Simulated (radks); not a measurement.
Question: These are the eigenvalues of the occupied orbitals of an atom or ion with whole-number occupations (eV). Calculated with a radial shooting solver on a logarithmic mesh with Libxc functionals: scalar-relativistic Kohn-Sham, XLYP, spin-unpolarised, spherical densities, point nucleus.

1s: -1912.806
2s: -234.9578
2p: -194.3690
3d: -38.4947

Which element is it, and in what charge state? The configuration may be excited.

Answer: Z = 14, silicon, charge +4: Si4+ in [He] 2s2 2p4 3d2. The list shows which subshells hold electrons but not how many an open one holds; the 1s level, -70.294 hartree, gives Z - s = 11.9 by -(Z - s)^2/2, which with screening and relativity narrows Z to a few neighbours, and the depths of the outer levels then fix element, charge and occupations together.
